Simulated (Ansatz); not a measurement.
The cluster RuCl₃. Charge 0, multiplicity 2. Geometry r2SCAN-D4/def2-SVP.

```csv
atom,x (Å),y (Å),z (Å)
Ru1,-0.004,-0.034,0.129
Cl2,0.567,-2.047,-0.612
Cl3,-2.136,0.582,0.059
Cl4,1.574,1.499,0.424
```

In the def2 sets Ru takes a core potential; there is no spin–orbit coupling. At PBE-D4/def2-SVP, PBE-D4/def2-TZVP, r2SCAN-D4/def2-TZVP, PBE0-D4/def2-TZVPD the charge 0 doublet is spin-contaminated (final ⟨S²⟩ up to 1.42, 0.75 for a pure state). At PBE0-D4/def2-TZVP a quartet of charge 0 lies 0.51 eV below the doublet, each at its own geometry. The structure comes from a short search, and lower isomers may exist.

Problem. Estimate the α-spin orbital energies around the gap (eV) in Ansatz with LDA (SPW92)/def2-TZVP, PBE-D4/def2-SVP, PBE-D4/def2-TZVP, r2SCAN-D4/def2-TZVP, PBE0-D4/def2-TZVPD.

Solution. 
```json
{"orbital": "HOMO−13", "LDA (SPW92)/def2-TZVP": "-20.73", "PBE-D4/def2-SVP": "-20.51", "PBE-D4/def2-TZVP": "-20.62", "r2SCAN-D4/def2-TZVP": "-21.53", "PBE0-D4/def2-TZVPD": "-23.15"}
{"orbital": "HOMO−12", "LDA (SPW92)/def2-TZVP": "-20.73", "PBE-D4/def2-SVP": "-20.50", "PBE-D4/def2-TZVP": "-20.62", "r2SCAN-D4/def2-TZVP": "-21.53", "PBE0-D4/def2-TZVPD": "-23.15"}
{"orbital": "HOMO−11", "LDA (SPW92)/def2-TZVP": "-10.96", "PBE-D4/def2-SVP": "-10.66", "PBE-D4/def2-TZVP": "-10.74", "r2SCAN-D4/def2-TZVP": "-11.20", "PBE0-D4/def2-TZVPD": "-12.31"}
{"orbital": "HOMO−10", "LDA (SPW92)/def2-TZVP": "-10.94", "PBE-D4/def2-SVP": "-10.66", "PBE-D4/def2-TZVP": "-10.73", "r2SCAN-D4/def2-TZVP": "-11.20", "PBE0-D4/def2-TZVPD": "-12.31"}
{"orbital": "HOMO−9", "LDA (SPW92)/def2-TZVP": "-10.94", "PBE-D4/def2-SVP": "-10.65", "PBE-D4/def2-TZVP": "-10.73", "r2SCAN-D4/def2-TZVP": "-11.15", "PBE0-D4/def2-TZVPD": "-12.31"}
{"orbital": "HOMO−8", "LDA (SPW92)/def2-TZVP": "-9.43", "PBE-D4/def2-SVP": "-9.15", "PBE-D4/def2-TZVP": "-9.27", "r2SCAN-D4/def2-TZVP": "-9.73", "PBE0-D4/def2-TZVPD": "-11.08"}
{"orbital": "HOMO−7", "LDA (SPW92)/def2-TZVP": "-9.42", "PBE-D4/def2-SVP": "-9.14", "PBE-D4/def2-TZVP": "-9.26", "r2SCAN-D4/def2-TZVP": "-9.72", "PBE0-D4/def2-TZVPD": "-11.07"}
{"orbital": "HOMO−6", "LDA (SPW92)/def2-TZVP": "-9.15", "PBE-D4/def2-SVP": "-8.83", "PBE-D4/def2-TZVP": "-8.94", "r2SCAN-D4/def2-TZVP": "-9.29", "PBE0-D4/def2-TZVPD": "-10.27"}
{"orbital": "HOMO−5", "LDA (SPW92)/def2-TZVP": "-9.15", "PBE-D4/def2-SVP": "-8.82", "PBE-D4/def2-TZVP": "-8.93", "r2SCAN-D4/def2-TZVP": "-9.28", "PBE0-D4/def2-TZVPD": "-10.27"}
{"orbital": "HOMO−4", "LDA (SPW92)/def2-TZVP": "-8.80", "PBE-D4/def2-SVP": "-8.52", "PBE-D4/def2-TZVP": "-8.64", "r2SCAN-D4/def2-TZVP": "-9.04", "PBE0-D4/def2-TZVPD": "-10.20"}
{"orbital": "HOMO−3", "LDA (SPW92)/def2-TZVP": "-8.58", "PBE-D4/def2-SVP": "-8.23", "PBE-D4/def2-TZVP": "-8.36", "r2SCAN-D4/def2-TZVP": "-8.67", "PBE0-D4/def2-TZVPD": "-9.58"}
{"orbital": "HOMO−2", "LDA (SPW92)/def2-TZVP": "-7.06", "PBE-D4/def2-SVP": "-7.04", "PBE-D4/def2-TZVP": "-7.13", "r2SCAN-D4/def2-TZVP": "-7.84", "PBE0-D4/def2-TZVPD": "-9.09"}
{"orbital": "HOMO−1", "LDA (SPW92)/def2-TZVP": "-6.27", "PBE-D4/def2-SVP": "-6.10", "PBE-D4/def2-TZVP": "-6.23", "r2SCAN-D4/def2-TZVP": "-6.72", "PBE0-D4/def2-TZVPD": "-8.11"}
{"orbital": "HOMO", "LDA (SPW92)/def2-TZVP": "-6.26", "PBE-D4/def2-SVP": "-6.10", "PBE-D4/def2-TZVP": "-6.23", "r2SCAN-D4/def2-TZVP": "-6.72", "PBE0-D4/def2-TZVPD": "-8.11"}
{"orbital": "LUMO", "LDA (SPW92)/def2-TZVP": "-5.66", "PBE-D4/def2-SVP": "-5.31", "PBE-D4/def2-TZVP": "-5.43", "r2SCAN-D4/def2-TZVP": "-5.55", "PBE0-D4/def2-TZVPD": "-4.85"}
{"orbital": "LUMO+1", "LDA (SPW92)/def2-TZVP": "-5.65", "PBE-D4/def2-SVP": "-5.30", "PBE-D4/def2-TZVP": "-5.43", "r2SCAN-D4/def2-TZVP": "-5.54", "PBE0-D4/def2-TZVPD": "-4.84"}
{"orbital": "LUMO+2", "LDA (SPW92)/def2-TZVP": "-1.22", "PBE-D4/def2-SVP": "-0.89", "PBE-D4/def2-TZVP": "-1.04", "r2SCAN-D4/def2-TZVP": "-0.73", "PBE0-D4/def2-TZVPD": "-0.56"}
{"orbital": "LUMO+3", "LDA (SPW92)/def2-TZVP": "-0.40", "PBE-D4/def2-SVP": "-0.07", "PBE-D4/def2-TZVP": "-0.25", "r2SCAN-D4/def2-TZVP": "0.14", "PBE0-D4/def2-TZVPD": "0.15"}
{"orbital": "LUMO+4", "LDA (SPW92)/def2-TZVP": "0.65", "PBE-D4/def2-SVP": "1.15", "PBE-D4/def2-TZVP": "0.76", "r2SCAN-D4/def2-TZVP": "1.44", "PBE0-D4/def2-TZVPD": "0.70"}
{"orbital": "LUMO+5", "LDA (SPW92)/def2-TZVP": "0.66", "PBE-D4/def2-SVP": "1.15", "PBE-D4/def2-TZVP": "0.76", "r2SCAN-D4/def2-TZVP": "1.44", "PBE0-D4/def2-TZVPD": "0.70"}
{"orbital": "β HOMO", "LDA (SPW92)/def2-TZVP": "-5.93", "PBE-D4/def2-SVP": "-5.80", "PBE-D4/def2-TZVP": "-5.92", "r2SCAN-D4/def2-TZVP": "-6.40", "PBE0-D4/def2-TZVPD": "-7.79"}
{"orbital": "β LUMO", "LDA (SPW92)/def2-TZVP": "-5.79", "PBE-D4/def2-SVP": "-5.31", "PBE-D4/def2-TZVP": "-5.41", "r2SCAN-D4/def2-TZVP": "-5.22", "PBE0-D4/def2-TZVPD": "-4.39"}
```
